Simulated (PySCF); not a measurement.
Radial density of Mg²⁺ (magnesium, charge +2)

UHF, [Ne], closed-shell 1S. Calculation: PySCF 2.14, in aug-cc-pVDZ (5s4p2d, 27 functions); no relativity, point nucleus.

```
r (bohr)  4πr²ρ (e/bohr)
 0.00208         0.05637
 0.00350          0.1547
 0.00589          0.4122
 0.00990           1.061
  0.0167           2.551
  0.0280           5.510
  0.0471           9.904
  0.0793           13.22
   0.133           11.28
   0.224           7.416
   0.377           9.816
   0.634           10.09
    1.07           3.516
    1.79          0.2682
    3.02        0.001257
```
